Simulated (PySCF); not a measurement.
Compound: 2-fluoropyridine, C₅H₄FN.
Atom-mapped SMILES: `[F:1][c:2]1[cH:3][cH:4][cH:5][cH:6][n:7]1`

The computed photoelectron lines, unassigned: C 1s: 290.83 (area 1), 291.03 (area 1), 291.33 (area 1), 291.70 (area 1), 293.79 (area 1) eV; N 1s: 405.07 eV; F 1s: 692.99 eV.

Computed with PySCF 2.14.0, delta-SCF UKS SCAN, pcX-2 on the ionised atom, pcseg-1 elsewhere, spin-free X2C. Isolated species at its GFN2-xTB geometry, gas phase.

(1) Assign the C 1s lines to atoms.

Answers

(1) 290.83 eV: C5 (aromatic CH carbon); 291.03 eV: C3 (aromatic CH carbon); 291.33 eV: C4 (aromatic CH carbon); 291.70 eV: C6 (aromatic CH next to a ring nitrogen); 293.79 eV: C2 (aromatic C–F carbon). The listed C 1s values span 2.96 eV, from C5 (bonded to 2 C (aromatic in the SMILES) and H) to C2 (bonded to F, N (aromatic in the SMILES) and C (aromatic in the SMILES)). The widest gap between neighbouring values is 2.09 eV, between 291.70 and 293.79 eV.

Bonded neighbours of each site: F1: C; C2: F, N (aromatic in the SMILES) and C (aromatic in the SMILES); C3: 2 C (aromatic in the SMILES) and H; C4: 2 C (aromatic in the SMILES) and H; C5: 2 C (aromatic in the SMILES) and H; C6: N (aromatic in the SMILES), C (aromatic in the SMILES) and H; N7: 2 C (aromatic in the SMILES).

Task: Which photon energy gives electrons from F 1s of F1 a kinetic energy of 20 eV, and what is their de Broglie wavelength?

Result: hν = 692.99 + 20 = 712.99 eV, recoil neglected; λ = 12.264 Å/√(E/eV) = 2.74 Å.

Hardware: one thread of an Arm Neoverse V1, shared host. Cost: 62 s of wall time.
